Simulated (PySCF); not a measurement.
Compound: C7H10PS (charge -1).
Bonds: C1–C2, C2–C3, C2–P4, P4–C5, C5–C6 (aromatic), C6–C7 (aromatic), C7–C8 (aromatic), C8–S9 (aromatic), C5–S9 (aromatic). Hydrogens: H10, H11, H12 on C1; H13 on C2; H14, H15, H16 on C3; H17 on C6; H18 on C7; H19 on C8.

NICS = −σ at a ghost point: NICS(0) at the centroid of the ring atoms, NICS(1) 1 Å to either side along the normal of their mean plane, zz for the tensor component along that normal. Level: GIAO PBE0/pcSseg-1 (PySCF, non-relativistic, gas phase) on the GFN2-xTB geometry, one conformer.

Ring bond lengths (Å), with Mayer bond orders in brackets: C5–C6 1.386 (1.43), C6–C7 1.399 (1.32), C7–C8 1.361 (1.54), C8–S9 1.741 (1.08), S9–C5 1.762 (1.06).

Task: What do the NICS probes read (ppm)?

Result: 
```csv
ring,type,NICS(0),"NICS(1), two faces","NICS(1)zz, two faces",rms pucker (Å),"centre to ring atoms, mean (Å)"
C5–C6–C7–C8–S9,5-membered ring with S; formal bonds all aromatic,-9.5,-8.0 / -7.7,-17.3 / -16.8,0.00,1.30
```

Task: What do they say, and how far can they be read as aromaticity?

Result: 
- C5–C6–C7–C8–S9: mean NICS(1)zz -17.1 ppm, shielded.

Task: What does the geometric index give? HOMA = 1 − mean of α(R − Ropt)² over the ring bonds, with Krygowski's 1993 parameters (CC: Ropt 1.388 Å, α 257.7 Å⁻²; CS: Ropt 1.677 Å, α 94.09 Å⁻²).

Result: 
- C5–C6–C7–C8–S9: HOMA 0.74; the largest term is that of S9–C5, α(R − Ropt)² = 0.67.

Task: What field does 1 T along the ring normal induce along that normal at the second NICS(1) probe listed for ring C5–C6–C7–C8–S9, 1 Å off the ring?

Result: NICSzz × B0 = -16.8 ppm × 1 T = -17 μT, against the applied field.

Task: What are the shieldings of the ring atoms and their hydrogens in the same run (means over atoms taken as equivalent)?

Result: 
| atoms | environment | σ isotropic (ppm) | principal values of the symmetric part, first atom (ppm) |
| --- | --- | --- | --- |
| C5 | substituted aromatic carbon | 2.4 | -102.9, -4.5, 114.6 |
| C6 | aromatic CH carbon | 76.7 | 6.8, 86.5, 136.9 |
| C7 | aromatic CH carbon | 58.5 | -25.5, 55.0, 146.0 |
| C8 | aromatic CH next to a ring sulfur | 82.2 | 11.1, 96.3, 139.3 |
| S9 | thiophene-type sulfur | 311.2 | 114.2, 378.5, 441.1 |
| H17 | aromatic hydrogen | 25.71 | 22.2, 26.0, 28.9 |
| H18 | aromatic hydrogen | 25.49 | 23.4, 24.8, 28.3 |
| H19 | aromatic hydrogen | 26.34 | 23.4, 25.5, 30.1 |

The values belong to the conformer `[CH3:1][CH:2]([CH3:3])[P-:4][c:5]1[cH:6][cH:7][cH:8][s:9]1`: C1–C2–P4–C5 -79°, C2–P4–C5–C6 178°.
